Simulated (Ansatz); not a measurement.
Input for Ansatz (a first-principles code): R-r2SCAN/def2-TZVPPD on HF (SMILES F) with ghost functions, monomers drawn apart or pushed together. Files ending in .json are basis or fitting sets from the Basis Set Exchange.

Ansatz 0.2 input:
```yaml
crystal:
  periodic: [false, false, false]
  atoms:
    - {symbol: F, position_ang: [0.31125763, 0.51762906, -0.58608291]}
    - {symbol: H, position_ang: [0.47660562, 0.05954985, 0.22383835]}
basis:
  gaussian:
    orbitals: def2-TZVPPD.json
    ghost_atoms:
      - {symbol: C, position_ang: [0.26876620, 1.04263806, 3.66681472]}
      - {symbol: S, position_ang: [0.66613841, -0.66488723, 3.15896234]}
      - {symbol: H, position_ang: [-0.09840121, 1.06356032, 4.68973190]}
      - {symbol: H, position_ang: [1.20319817, 1.59725582, 3.60973067]}
      - {symbol: H, position_ang: [-0.45082489, 1.48948269, 2.98582662]}
      - {symbol: H, position_ang: [-0.58091396, -1.16027845, 3.22613058]}
hamiltonian:
  xc: {name: r2SCAN}
scf: {lower_state_search: off}
```

**Question.** Predict the final total energy.

**Answer.** -100.4482 hartree.
